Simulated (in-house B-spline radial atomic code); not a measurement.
# How G0W0 and RPA depend on the start: Tc II (Tc+)

Configuration [Kr] 4d5 5s1, highest spin. Computed with an all-electron radial atomic-structure program (B-spline basis): all electrons, non-relativistic, point nucleus, each spin shell either full or empty, empty states to l = 9 with an (l + 1/2)⁻⁴ tail; G0W0 by contour deformation at full frequency.

Without relativity these are model numbers: it shifts the levels of so heavy an element strongly and can reorder them.

```csv
start,mean-field 5s up (eV),G0W0 (eV),QP weight,RPA correlation (Eh)
Hartree-Fock,-13.880,-14.980,0.967,-2.8227
LDA VWN5,-11.952,-15.412,0.922,-3.0996
PBE,-11.676,-15.319,0.917,-3.0937
PBE0,-12.323,-15.224,0.939,-3.0168
r2SCAN,-11.919,-15.311,0.933,-3.0453
HSE06,-11.965,-15.238,0.931,-3.0252
B3LYP (VWN-RPA),-12.180,?,?,?
SCAN,-12.139,-15.362,0.934,-3.0451
TPSS,-11.538,-15.292,0.917,-3.0793
BHandHLYP,-12.764,-15.135,0.952,-2.9485
CAM-B3LYP,-13.344,-15.222,0.955,-2.9959
LC-wPBE,-14.341,?,?,?
wB97X,-13.832,-15.089,0.962,-2.9758
PBEsol,-11.733,-15.357,0.919,-3.096
BLYP,-11.486,-15.342,0.915,-3.0962
r2SCAN0,-12.565,-15.226,0.946,-2.9853
LDA exchange-only,-11.390,-15.499,0.914,-3.0988
```

(1) What G0W0 level, weight and RPA correlation energy follow from the LC-wPBE start?

(2) What G0W0 level, weight and RPA correlation energy follow from the B3LYP (VWN-RPA) start?

(3) How much of the dependence on the start does G0W0 remove?

## Answers

(1) G0W0 level -15.147 eV, weight 0.963, RPA correlation -2.9884 hartree.

(2) G0W0 level -15.280 eV, weight 0.936, RPA correlation -3.0339 hartree.

(3) The mean-field levels span 2.95 eV and the G0W0 levels 0.519 eV. Against 15.260 eV (NIST, semi-empirical) the G0W0 removal energies are off by -0.28 to +0.24 eV, with relativity, Breit and QED terms left out.
